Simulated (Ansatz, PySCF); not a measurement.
Species: I2 (charge 0, singlet). SMILES: II
Coordinates optimised at B3LYP-D3(BJ)/def2-TZVP (Ansatz, an electronic-structure program):
```
I
I 1 2.6947
```
Charge 0, spin multiplicity 1.

Quantity: atomisation energy (electronic, to ground-state atoms), in kcal/mol. Valence correlation only, unless marked. Open shells are spin-unrestricted. No spin-orbit coupling. Frozen are the shells of the preceding noble gas and the d and f shells that filled before the atom's block. In def2 rows, elements after Kr have scalar-relativistic effective core potentials. The coupled-cluster limit lacks core correlation, which all-electron functionals hold. CBS(X,Y): correlation extrapolated as X^-3; Hartree-Fock from the larger set.

```csv
level,program,atomisation energy (kcal/mol)
HF/def2-TZVPD,PySCF,14.1
```

Q: Estimate the value at CCSD(T)/CBS(def2-TZVPPD,def2-QZVPPD) as computed with Ansatz.

A: 46.9 kcal/mol
